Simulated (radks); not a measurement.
Spherical quantum dot in the effective-mass picture: electrons in a well V = -V0 / (1 + exp((r - R)/a)) with V0 = 15.3, R = 3.08, a = 0.28, all in effective atomic units (hartree* = m*/eps^2 hartree, bohr* = eps/m* bohr), one dielectric constant everywhere. Calculated with a radial shooting solver with Libxc functionals: non-relativistic Kohn-Sham, PBEsol, spin-polarised, spherical densities. Levels are named by radial order and angular momentum (1s, 1p, 1d, 2s, ...), and open shells are averaged over m. Results are scaled to m* = 0.114 and eps = 9.4, for which hartree* = 35.11 meV and bohr* = 4.363 nm.

N = 6, configuration 1s2 1p(up 3, down 1). This is the lowest configuration that the search found. Occupied and some empty levels:

level,occupation,eigenvalue (meV),<r> (nm)
1s up,1,-414.68,6.881
1s down,1,-412.06,6.842
1p up,3,-396.56,7.802
1p down,1,-393.71,7.799
1d up,0,-371.51,8.460
1d down,0,-368.64,8.468
2s up,0,-351.43,6.499
2s down,0,-349.69,6.500
1f up,0,-340.88,8.983
1f down,0,-338.05,8.996

Energy (meV): total -2715.53, kinetic 177.44, external -3139.2, Hartree 330.98, exchange-correlation -84.725.
